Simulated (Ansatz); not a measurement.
Wavefunction ladder for `CSC1CCCC1`

```
atom    x (Å)    y (Å)    z (Å)
  C1  -2.1515  -2.0786  -0.4572
  S2  -0.9169  -1.2834  -1.4924
  C3   0.0972  -0.4789  -0.2404
  C4   1.3180   0.1788  -0.8927
  C5   1.7154   1.3358   0.0483
  C6   0.6473   1.3647   1.1535
  C7  -0.5546   0.6583   0.5369
  H8  -2.7915  -2.6642  -1.1180
  H9  -1.6835  -2.7542   0.2618
 H10  -2.7685  -1.3495   0.0695
 H11   0.4297  -1.2497   0.4651
 H12   2.1225  -0.5402  -1.0529
 H13   1.0371   0.5660  -1.8766
 H14   2.7169   1.2013   0.4609
 H15   1.7268   2.2810  -0.4988
 H16   0.4184   2.3761   1.4952
 H17   0.9925   0.8023   2.0267
 H18  -1.0745   1.3183  -0.1655
 H19  -1.2809   0.3161   1.2767
```

Charge 0, multiplicity 1. The structure was optimised at the PBE0-D4/def2-TZVP level. It is one conformer, not always the lowest. Frozen core, restricted reference, Ansatz 0.2.0. CBS rows extrapolate triple and quadruple zeta; past MP2 they add the triple-zeta difference.

| basis | HF (Eh) | MP2 corr. | CCSD corr. | (T) | CCSD(T) total |
| --- | --- | --- | --- | --- | --- |
| def2-SVP | -631.42663 | -0.98429 | ? | -0.03463 | ? |
| def2-TZVPP | ? | ? | -1.28452 | -0.05575 | ? |
| def2-QZVPP | -631.84304 | -1.29408 | – | – | – |
| CBS(def2) | -631.84607 | ? | -1.42371 | as TZ | ? |

Task: Fill in the withheld values. (Best estimate.)

Result: Computed: def2-SVP CCSD corr.: -1.06836; def2-SVP CCSD(T) total: -632.52962; def2-TZVPP HF (Eh): -631.82099; def2-TZVPP MP2 corr.: -1.21412; def2-TZVPP CCSD(T) total: -633.16126; CBS(def2) MP2 corr.: -1.35331; CBS(def2) CCSD(T) total: -633.32553.
